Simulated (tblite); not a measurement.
C6H7F2S (doublet state).
SMILES with atom numbers: `[H]/[C:1]=[C:2]([CH3:3])\[CH:4]=[CH:5]/[S:6][CH:7]([F:8])[F:9]` (hydrogens: H10 on C1; H11, H12, H13 on C3; H14 on C4; H15 on C5; H16 on C7)

Structure optimised with GFN2-xTB, isolated species. This method treats the open shell by occupation alone, without spin polarisation.

(1) List the bond lengths, angles and torsions at this level.

Answers

(1) 
| bond | length (Å) | order |
| --- | --- | --- |
| C1=C2 | 1.308 | double |
| C2–C3 | 1.504 | single |
| C2–C4 | 1.467 | single |
| C4=C5 | 1.332 | double |
| C5–S6 | 1.764 | single |
| S6–C7 | 1.822 | single |
| C7–F8, C7–F9 | 1.347 | single |
| C1–H10 | 1.065 | single |
| C3–H11, C3–H12, C3–H13 | 1.088 | single |
| C4–H14 | 1.083 | single |
| C5–H15 | 1.079 | single |
| C7–H16 | 1.098 | single |

Bonds in one row agree within 0.01 Å and their mean is given. Orders are formal, as drawn. A selection of angles:
| angle | degrees |
| --- | --- |
| C2–C1–H10 | 139.2 |
| C1–C2–C3 | 121.4 |
| C1–C2–C4 | 120.2 |
| C3–C2–C4 | 118.4 |
| C2–C3–H11 | 110.0 |
| H11–C3–H12 | 109.0 |
| H12–C3–H13 | 108.4 |
| C2–C4–C5 | 129.5 |
| C2–C4–H14 | 114.4 |
| C5–C4–H14 | 116.1 |
| C4–C5–S6 | 128.5 |
| C4–C5–H15 | 119.7 |
| S6–C5–H15 | 111.8 |
| C5–S6–C7 | 98.3 |
| S6–C7–F8 | 111.7 |
| S6–C7–H16 | 108.6 |
| F8–C7–F9 | 106.3 |
| F8–C7–H16 | 109.3 |

Dihedral angles: C1–C2–C4–C5 180° (antiperiplanar); C2–C4–C5–S6 0° (synperiplanar); C4–C5–S6–C7 180° (antiperiplanar); C5–S6–C7–F8 -59° (synclinal).

The C–C distances run from 1.308 Å (C1=C2, drawn double) to 1.504 Å (C2–C3, drawn single), a spread of 0.196 Å. Of the pairs four or more bonds apart, C3···S6 is among the closest relative to their van der Waals radii: 3.02 Å, 86 % of the sum of Bondi's values. C2 (carbon bonded to 3 C) is planar (angles 121.4°, 120.2° and 118.4°, sum 360.0°, 0.00 Å off the plane of its three neighbours). C5 (carbon bonded to C, S and H) is planar (angles 128.5°, 119.7° and 111.8°, sum 360.0°, 0.00 Å off the plane of its three neighbours). The C–S distances run from 1.764 Å (C5–S6, drawn single) to 1.822 Å (S6–C7, drawn single), a spread of 0.058 Å. C1 (carbon bonded to C and H) is bent (angle 139.2°). C4 (carbon bonded to 2 C and H) is planar (angles 129.5°, 116.1° and 114.4°, sum 360.0°, 0.00 Å off the plane of its three neighbours).

Point group: Cs (tolerance 0.08 Å). Its GFN2-xTB frequencies are all real (lowest 23 cm⁻¹).

One conformer stands for the species.

All values are computed, not measured.
